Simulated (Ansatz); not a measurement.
Cartesian coordinates in Å:
```
C -0.085 0.320 1.829
C -0.066 0.434 0.312
C 1.340 0.729 -0.191
C -0.618 -0.835 -0.336
B -0.912 -0.805 -1.864
Cl -0.890 -2.281 -2.807
Cl -1.355 0.672 -2.696
H -1.096 0.146 2.204
H 0.295 1.231 2.298
H 0.543 -0.512 2.164
H -0.713 1.271 0.025
H 1.362 0.857 -1.276
H 2.020 -0.090 0.065
H 1.737 1.642 0.258
H 0.026 -1.692 -0.106
H -1.589 -1.088 0.120
```

Charge 0, multiplicity 1.

(1) List the CAM-B3LYP/def2-TZVPP orbital energies in eV (Ansatz 0.2.0). (Estimate.)

Results:

(1) Computed: Occupied: -2764.66, -2764.63, -279.05, -278.62, -278.51, -278.51, -259.46, -259.42, -198.50, -198.46, -198.39, -198.36, -198.34, -198.30, -188.14, -25.88, -24.79, -24.44, -21.24, -20.95, -17.69, -15.74, -14.82, -14.19, -13.92, -13.42, -12.58, -12.45, -12.13, -11.77, -11.33, -10.91, -10.77, -10.70, -10.30, -10.13. Lowest empty: 0.00, 1.58, 2.60, 2.76, 2.95, 3.44, 3.46, 3.70.
